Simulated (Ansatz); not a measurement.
The cluster Sn₃Se₂, relaxed as a singlet with RKS PBE0-D4/def2-SVP in Ansatz, starting from the GFN2-xTB geometry. Force threshold 0.02 eV/Å.

In the def2 sets Sn takes a core potential; there is no spin–orbit coupling. The structure comes from a short search, and lower isomers may exist.

Start:

```csv
atom,x (Å),y (Å),z (Å)
Sn1,0.277,0.183,2.721
Sn2,-1.250,0.019,-1.396
Sn3,1.546,0.046,-1.827
Se4,0.335,-1.943,-0.850
Se5,-0.909,1.696,1.352
```

```
         step   energy (eV)  largest force component (eV/Å)  SCF passes
            1  -148166.8476                           0.740          17
            2  -148166.9909                           0.599          29
            3  -148167.2188                           0.709          28
            4  -148167.5284                           0.960          29
            5  -148167.9042                           0.861          28
            6  -148168.1853                           0.771          29
            7  -148168.5212                           0.741          25
            8  -148168.8149                           0.550          24
            9  -148168.9553                           0.387          26
           10  -148168.9589                           0.214          22
           11  -148168.9711                           0.034          23
12 (rejected)  -148168.9650                           0.125          22
           13  -148168.9719                           0.006          22
```

Force components are those of the run's own axes.

End:

```xyz
5

Sn    0.7784   -0.3021    1.8605
Sn   -1.5157    0.0238   -1.3641
Sn    1.4155    0.5343   -0.9528
Se    0.0189   -1.8397   -0.1994
Se   -0.6971    1.5837    0.6559
```

Bonds formed: Sn1–Se4, Sn3–Se5 (atoms count from 1). Metal–metal contacts that move far: Sn1–Sn3 4.72 to 3.00 Å. The end is the same structure that another start reached, the lowest one found.

No frequencies were taken in this run, so the end may be a saddle point.

Run time 47 s (4 threads of Arm Neoverse V2 on a shared host).
